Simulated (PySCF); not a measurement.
Vertical excitations of a molecule C5H7F from PySCF with TDA-CAM-B3LYP/def2-SVPD, as energy in eV (oscillator strength): 6.24 (0.000), 6.72 (0.002), 6.94 (0.000), 7.84 (0.079), 8.07 (0.060), 8.65 (0.001), 8.90 (0.000), 9.11 (0.002), 9.34 (0.009), 9.40 (0.000). Lowest triplet (TDA): 5.22 eV. Geometry optimised at TPSSh-D3(BJ)/def2-SVP. Other conformers were not sampled.

### Question
Which molecule gave these data?
A. C#CC(C)(C)F
B. C=C/C(C)=C\F
C. C/C=C/C=C\F
D. CC=C=C(C)F

### Answer
A, C#CC(C)(C)F
